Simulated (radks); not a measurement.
The nitrogen ion N6+, configuration 1s0.75 2p0.25 (fractional occupations, a model configuration). Method: scalar-relativistic Kohn-Sham, PW91, spin-unpolarised, spherical densities, point nucleus; without spin polarisation the odd electron is poorly described; computed with a radial shooting solver on a logarithmic mesh with Libxc functionals.

Unscreened Slater integrals over Kohn-Sham orbitals (cm^-1).

F0(2p,2p): 262440
F2(2p,2p): 126240
F0(2p,1s): 353370
G1(2p,1s): 68728
F0(1s,1s): 958140

Derived for the open shells (J is the average intra-shell exchange parameter used in DFT+U). 2p: J = F2/5 = 25250 cm^-1.
